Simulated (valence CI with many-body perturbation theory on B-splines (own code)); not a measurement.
Valence orbitals of Pm XLVIII

Level of theory: relativistic CI+MBPT: four valence electrons over a frozen Dirac-Fock core [Ne], radial functions for each j: 11 s, 11 p, 9 d, 7 f, 5 g, 2 h, 1 i, with the one-electron correlation potential Σ1, the two-electron term Σ2, the three-electron term Σ3, Breit, model QED; selected CI, second order for the rest (own B-spline code, finite nucleus).

The last digits are not significant, and no measured levels were compared; by estimate large intervals hold to a few tenths of a per cent, small ones and those within an open d or f shell to about a per cent.

These are the spectroscopic orbitals of the CI (the correlating ones are not listed), shaped by the core and the other valence electrons. h is the expectation value of the core's Dirac-Fock operator, without the valence repulsion; Σ1 is computed up to l = 3 at one energy for each symmetry, that of its lowest orbital but kept below the first core excitation, so for empty shells it is not the orbital's own correlation shift; Breit and QED include the response of the core.

| Orbital | h (hartree) | Σ1 (cm⁻¹) | Breit (cm⁻¹) | QED (cm⁻¹) | ⟨r⟩ (bohr) |
| --- | --- | --- | --- | --- | --- |
| 3s1/2 | -164.65 | -6844 | 23387 | 18697 | 0.2360 |
| 4s1/2 | -89.593 | -2291 | 9052 | 7462 | 0.4373 |
| 5s1/2 | -56.206 | -1048 | 4323 | 3641 | 0.7029 |
| 6s1/2 | -38.518 | -572 | 2419 | 2051 | 1.030 |
| 3p1/2 | -160.24 | -8836 | 39110 | 277 | 0.2232 |
| 4p1/2 | -87.753 | -2901 | 15209 | 124 | 0.4284 |
| 5p1/2 | -55.282 | -1334 | 7385 | 64.2 | 0.6968 |
| 6p1/2 | -37.99 | -731 | 4158 | 37.2 | 1.027 |
| 3p3/2 | -154.61 | -7890 | 22784 | 2085 | 0.2325 |
| 4p3/2 | -85.457 | -2671 | 8822 | 841 | 0.4408 |
| 5p3/2 | -54.129 | -1244 | 4591 | 419 | 0.7123 |
| 6p3/2 | -37.331 | -686 | 2590 | 238 | 1.046 |
| 3d3/2 | -149.15 | -9700 | 18081 | -602 | 0.2001 |
| 4d3/2 | -83.365 | -2698 | 6481 | -201 | 0.4133 |
| 5d3/2 | -53.102 | -1202 | 3080 | -93.2 | 0.6885 |
| 3d5/2 | -147.84 | -8870 | 8656 | 134 | 0.2029 |
| 4d5/2 | -82.801 | -2460 | 3072 | 96.1 | 0.4168 |
| 5d5/2 | -52.812 | -1096 | 1493 | 55.8 | 0.6928 |
| 4f5/2 | -81.67 | -2334 | 631 | -94.2 | 0.3645 |
| 5f5/2 | -52.248 | -1133 | 430 | -50.6 | 0.6433 |
| 4f7/2 | -81.431 | -2244 | 169 | 37.1 | 0.3662 |
| 5f7/2 | -52.125 | -1085 | 114 | 16.4 | 0.6453 |
| 5g7/2 | -52.009 |  | 13.9 | -21.5 | 0.5683 |
| 5g9/2 | -51.937 |  | 2.3 | 16.1 | 0.5696 |

Among the shells of the start configuration 3s2 3p2, Σ1 is largest in size for 3p1/2, where it is 0.025 % of h.

Lowest root of each symmetry, sizes in configuration state functions:

| J | Parity | Roots | Reference | Variational | Second order | Change by selected CI (cm⁻¹) | Change by second order (cm⁻¹) |
| --- | --- | --- | --- | --- | --- | --- | --- |
| 0 | even | 8 | 39 | 17686 | 38132 | -10001 | 0 |
| 1 | even | 10 | 69 | 40000 | 125034 | -8697 | -4 |
| 2 | even | 15 | 97 | 39995 | 202093 | -9782 | -29 |
| 3 | even | 9 | 70 | 39990 | 237813 | -11426 | -33 |
| 4 | even | 5 | 51 | 39990 | 193826 | -10990 | -37 |
| 5 | even | 2 | 19 | 23401 | 127966 | -11116 | -19 |
| 0 | odd | 3 | 28 | 12089 | 23896 | -9432 | -3 |
| 1 | odd | 8 | 72 | 34724 | 103645 | -10851 | -4 |
| 2 | odd | 9 | 83 | 39994 | 148810 | -8259 | -9 |
| 3 | odd | 5 | 67 | 39997 | 198998 | -13297 | -15 |
| 4 | odd | 2 | 41 | 28929 | 149091 | -12444 | -13 |
